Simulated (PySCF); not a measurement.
# Excited states of Cl(5+) (chlorine, charge +5)

Ground state [Ne] 3s2, ¹S. All numbers are calculated (PySCF 2.14, the non-relativistic Hamiltonian (point nucleus), in aug-cc-pV(T+d)Z (6s5p4d2f, 55 functions)). Vertical excitation energies in eV without spin-orbit coupling; excited terms of each kind are numbered among those the solver found. Frozen: [He] 2s2.

```json
{"term": "1 3P°", "leading excitation": "3s → p", "EOM-EE-CCSD": "12.192"}
{"term": "1 1P°", "leading excitation": "3s → p", "EOM-EE-CCSD": "18.471"}
{"term": "1 3D", "leading excitation": "3s → d", "EOM-EE-CCSD": "35.004"}
{"term": "1 1D", "leading excitation": "3s → d", "EOM-EE-CCSD": "40.340"}
{"term": "1 3S", "leading excitation": "3s → s", "EOM-EE-CCSD": "50.331"}
{"term": "1 1S", "leading excitation": "3s → s", "EOM-EE-CCSD": "51.593"}
{"term": "2 1P°", "leading excitation": "3s → p", "EOM-EE-CCSD": "55.610"}
{"term": "2 3P°", "leading excitation": "3s → p", "EOM-EE-CCSD": "56.140"}
{"term": "2 3D", "leading excitation": "3s → d", "EOM-EE-CCSD": "63.264"}
{"term": "2 1D", "leading excitation": "3s → d", "EOM-EE-CCSD": "63.444"}
{"term": "1 3F°", "leading excitation": "3s → f", "EOM-EE-CCSD": "67.307"}
{"term": "1 1F°", "leading excitation": "3s → f", "EOM-EE-CCSD": "68.585"}
```

Doubly excited terms such as np² are absent. The solver can miss terms.
